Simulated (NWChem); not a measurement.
# MgNH$_{2}$Cl; SMILES [Cl][Mg][NH2]

```xyz
5

Mg     0.0000     0.0000    -0.5100
Cl     0.0000     0.0000     1.6957
N      0.0000     0.0000    -2.3887
H      0.0000     0.8165    -2.9929
H      0.0000    -0.8165    -2.9929
```
Atoms are numbered in this order, from 1.

Structure relaxed at the PBE0/def2-SVP level.

Symmetry labels are those of C2v in the frame above (b1 and b2, or b-type labels, depend on it).

Question: List the 4 lowest vertical singlet excitations from PBE0/def2-SVPD, TDA (NWChem).

Answer: 
```
state  energy (eV)  oscillator strength  symmetry  leading excitation (squared amplitude)
-----  -----------  -------------------  --------  --------------------------------------
S1            4.10                0.050        b1                      HOMO → LUMO (0.99)
S2            5.26                0.000        a2                    HOMO → LUMO+1 (0.98)
S3            6.06                0.016        b1                    HOMO → LUMO+3 (0.93)
S4            6.08                0.065        b1                    HOMO−1 → LUMO (0.96)
```
